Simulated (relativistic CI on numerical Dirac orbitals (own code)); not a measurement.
# How well does a small relativistic CI reproduce K I?

Method of calculation: Dirac-Coulomb-Breit CI, KLI orbitals optimised for each configuration, model QED (radiative potential, 1s self-energy scaled to tabulated hydrogen-like ionisation energies), valence Slater integrals scaled by 0.85, P86 correlation energy added to each configuration (own radial code, finite nucleus).

CI space (outside the closed core [Ar]): 4s, 4p, 3d, 5p, 4d, 4f, 5s, 6s, 6p, 5d, 7s, 5g, 5f, 7p, 6d, 7d. Levels of other configurations are missing.

```csv
Configuration,Term (tabulated),J,Measured (cm⁻¹),Computed,Error,Purity (%)
4s,2S,1/2,0.0,0,0,100
4p,2P°,1/2,12985.2,11941,-1044,100
4p,2P°,3/2,13042.9,11985,-1058,100
3d,2D,5/2,21534.7,20857,-678,100
3d,2D,3/2,21537.0,20863,-674,100
5p,2P°,1/2,24701.4,24181,-520,100
5p,2P°,3/2,24720.1,24195,-525,100
```

Measured levels from NIST Handbook of Basic Atomic Spectroscopic Data (Sansonetti and Martin, J. Phys. Chem. Ref. Data 34, 1559 (2005)); pairs were made by configuration, J and term (by order where the table uses no LS term), so strongly mixed levels may be paired wrongly.

Mean error by configuration (cm⁻¹): 4p -1051; 3d -676; 5p -522. Over the excited levels the mean absolute error is 750 cm⁻¹ (6 of the 6 excited levels that our extract of the source holds in range could be paired), and the median relative error of those above 1,000 cm⁻¹ is 3.1 %.

Transition probabilities of persistent lines. The last column rescales the computed rate by the cube of measured over computed energy:

| λ measured (Å) | Lower | Upper | A tabulated (s⁻¹) | A computed | A rescaled |
| --- | --- | --- | --- | --- | --- |
| 4044.14 air | 4s ²S1/2 | 5p ²P°3/2 | 1.16e+06 | 2.43e+06 | 2.59e+06 |
| 4047.21 air | 4s ²S1/2 | 5p ²P°1/2 | 1.07e+06 | 2.30e+06 | 2.45e+06 |
| 7664.90 air | 4s ²S1/2 | 4p ²P°3/2 | 3.79e+07 | 3.57e+07 | 4.60e+07 |
| 7698.96 air | 4s ²S1/2 | 4p ²P°1/2 | 3.74e+07 | 3.53e+07 | 4.54e+07 |
| 11690.21 air | 4p ²P°1/2 | 3d ²D3/2 | 2.20e+07 | 2.60e+07 | 2.29e+07 |
| 11769.62 air | 4p ²P°3/2 | 3d ²D3/2 | 4.34e+06 | 5.16e+06 | 4.52e+06 |
| 11772.83 air | 4p ²P°3/2 | 3d ²D5/2 | 2.59e+07 | 3.09e+07 | 2.71e+07 |
